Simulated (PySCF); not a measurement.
CH8N2OSi.

```xyz
13

C      2.0384    -0.5858     1.1129
N      1.1735     0.1956     0.2531
Si    -0.5211    -0.0101     0.0481
N     -1.1506     1.5171    -0.4095
O     -1.0681    -1.0080    -1.1805
H      1.4303    -1.1153     1.8640
H      2.7516     0.0499     1.6676
H      2.6257    -1.3505     0.5691
H      1.6631     0.7555    -0.4377
H     -0.9672    -0.6374     1.3329
H     -2.0196     1.5951    -0.9237
H     -0.8916     2.3725     0.0654
H     -1.1427    -1.9387    -0.9500
```

Coordinates come from a ωB97X-D3(BJ)/def2-SVP optimisation. The structure was generated by enumeration; whether it is a known compound was not checked. Other conformers were not sampled.

Method: PBE0/pcSseg-1 run with PySCF. Non-relativistic, no solvent.

**Question.** Give the absolute GIAO shielding of each atom: isotropic value and principal components (ppm). (An estimate is asked for; the answer gives what the named calculation found.)

**Answer.** 
```json
[
 {"atom": "C1", "σ(iso)": "155.5", "σ11": "129.9", "σ22": "151.0", "σ33": "185.6", "span": "55.8"},
 {"atom": "N2", "σ(iso)": "221.7", "σ11": "193.1", "σ22": "202.8", "σ33": "269.4", "span": "76.3"},
 {"atom": "Si3", "σ(iso)": "385.4", "σ11": "350.2", "σ22": "375.9", "σ33": "430.0", "span": "79.8"},
 {"atom": "N4", "σ(iso)": "245.1", "σ11": "202.4", "σ22": "263.4", "σ33": "269.6", "span": "67.2"},
 {"atom": "O5", "σ(iso)": "266.9", "σ11": "242.2", "σ22": "256.1", "σ33": "302.5", "span": "60.3"},
 {"atom": "H6", "σ(iso)": "28.7", "σ11": "24.8", "σ22": "27.4", "σ33": "33.8", "span": "9.0"},
 {"atom": "H7", "σ(iso)": "28.7", "σ11": "23.4", "σ22": "26.6", "σ33": "36.0", "span": "12.7"},
 {"atom": "H8", "σ(iso)": "28.7", "σ11": "23.1", "σ22": "26.7", "σ33": "36.2", "span": "13.1"},
 {"atom": "H9", "σ(iso)": "30.7", "σ11": "22.3", "σ22": "30.0", "σ33": "39.8", "span": "17.4"},
 {"atom": "H10", "σ(iso)": "26.5", "σ11": "23.8", "σ22": "24.5", "σ33": "31.3", "span": "7.5"},
 {"atom": "H11", "σ(iso)": "30.8", "σ11": "23.3", "σ22": "26.8", "σ33": "42.2", "span": "18.9"},
 {"atom": "H12", "σ(iso)": "31.1", "σ11": "23.7", "σ22": "27.4", "σ33": "42.0", "span": "18.3"},
 {"atom": "H13", "σ(iso)": "29.9", "σ11": "23.1", "σ22": "24.5", "σ33": "42.2", "span": "19.1"}
]
```
